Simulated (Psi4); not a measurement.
methane (CH4), singlet, geometry from GFN2-xTB. Base run: MP2/6-31G (Psi4).

Here is a job for Psi4.
```
memory 2 GB

molecule {
0 1
  C     0.00000000    0.00000000    0.00000000
  H     0.63659729    0.62709564    0.61038865
  H    -0.62802620   -0.60691709    0.63899460
  H     0.61285682   -0.64240181   -0.61871302
  H    -0.62142791    0.62222325   -0.63067023
}

set basis 6-31g
set freeze_core true

energy('mp2')
print_variables()
```

Each row names what was changed in the base input (with any setting that the change needs).

```tsv
change	basis functions	E (Eh)	MP2 correlation (Eh)
base	17	-40.27864	-0.09809
basis = def2-SV(P)	22	-40.28881	-0.13220
basis = 6-31G*	23	-40.33231	-0.13713
basis = 6-31+G*	27	-40.33381	-0.13814
basis = cc-pVDZ	34	-40.35932	-0.16080
basis = def2-SVP	34	-40.32996	-0.16093
basis = 6-31G**	35	-40.36445	-0.16274
basis = 6-311G**	42	-40.37905	-0.17005
basis = def2-TZVP	55	-40.40018	-0.18706
basis = def2-TZVPD	73	-40.40153	-0.18827
basis = pcseg-2	86	-40.40892	-0.19621
basis = cc-pVQZ	175	-40.42627	-0.20997
basis = def2-QZVP	177	-40.42635	-0.20952
```

Totals compare only among sets that treat the same electrons; sets with core potentials leave the core out.
